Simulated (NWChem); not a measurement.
System: CH$_{5}$ClO$_{2}$Si; SMILES OC[Si@@H](O)Cl

Input file for NWChem:

```
start job
memory heap 200 mb stack 900 mb global 1100 mb
geometry units angstroms noautosym nocenter noautoz
  O      0.497698    -2.249543    -0.081954
  C     -0.598825    -1.476786     0.342625
  Si    -0.534430     0.258389    -0.392140
  O     -1.654135     1.306106     0.225506
  Cl     1.407370     0.887481     0.063999
  H      1.300665    -1.758363     0.134168
  H     -0.686624    -1.422924     1.449247
  H     -1.517016    -1.979440    -0.006833
  H     -0.694776     0.297351    -1.862828
  H     -1.644320     1.482779     1.171004
end
basis spherical
  * library 6-31+g*
end
dft
  xc pbe0
  iterations 150
end
property
  response 1 0.0773
end
task dft property
```

Coordinates come from a PBE0/def2-SVP optimisation.

Field at 589 nm.

What results follow from this input? (PBE0/6-31+G* (spherical d).) Quantities: isotropic polarisability (bohr³); anisotropy (bohr³).


- isotropic polarisability (bohr³) = 55.5
- anisotropy (bohr³) = 9.7
